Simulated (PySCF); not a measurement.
Excitation energy of Sn²⁺ by level of theory

Sn²⁺ [Kr] 4d10 5s2 (1S) → Sn²⁺ [Kr] 4d10 5s1 6s1 (3S), as a difference of total energies. All numbers are calculated (PySCF 2.14, scalar relativity through the core potential, in aug-cc-pwCVTZ-PP with ECP28MDF (8s7p6d4f1g, 96 functions)). Correlated levels: valence: 4s2 4p6 4d10 frozen; valence and next inner shell: nothing frozen outside the core potential. The calculations carry no spin-orbit coupling.

| method | excitation energy (eV) |
| --- | --- |
| UHF | 15.731 |
| LDA | 17.706 |
| PBE | 17.242 |
| PBE0 | 16.995 |
| r2SCAN | 17.153 |
| B3LYP | 17.428 |
| wB97X | 17.458 |
| BHandHLYP | 17.143 |
| TPSS | 17.034 |
| MP2 (valence) | 16.319 |
| SCS-MP2 (valence) | 16.534 |
| MP2 (valence and next inner shell) | 17.428 |
| SCS-MP2 (valence and next inner shell) | 17.442 |

How much does correlation contribute at MP2 (valence and next inner shell)?

17.428 − (15.731) = 1.697 eV, measured against UHF.

The promoted electron is Rydberg-like, and one or two diffuse shells describe it only roughly, which tends to raise the upper state.
